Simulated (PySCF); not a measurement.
Electronic structure of O⁺ (oxygen, charge +1) at the B3LYP level

Configuration: [He] 2s2 2p3, high-spin 4S determinant. Calculation: PySCF 2.14, in cc-pVDZ (3s2p1d, 14 functions); the non-relativistic Hamiltonian (point nucleus).

```
Total energy                                     : -74.5571 hartree
One-electron energy                              : -98.3661 hartree
Hartree (Coulomb) energy                         : 31.8981 hartree
Exchange-correlation energy                      : -8.0892 hartree
Kinetic energy                                   : 74.18679 hartree
⟨S²⟩                                             : 3.7519
⟨L²⟩                                             : 0.000
Sum of ⟨r⟩                                       : 5.862 bohr
Sum of ⟨r²⟩                                      : 7.555 bohr²
Density at the nucleus (Gaussians lack the cusp) : 299 bohr⁻³
Spin density at the nucleus                      : 0.334 bohr⁻³
Langevin diamagnetic susceptibility              : -5.98 ×10⁻⁶ cm³/mol
Time after the integrals                         : 0.07 s of wall time on 1 thread of Neoverse-V2 (shared host)
```

| shell | electrons | mean orbital energy (eV) | rms radius, mean of both spins (bohr) |
| --- | --- | --- | --- |
| 1s α | 1 | -544.06 | 0.231 |
| 1s β | 1 | -541.76 | 0.231 |
| 2s α | 1 | -44.608 | 1.21 |
| 2s β | 1 | -37.747 | 1.21 |
| 2p α | 3 | -28.489 | 1.23 |
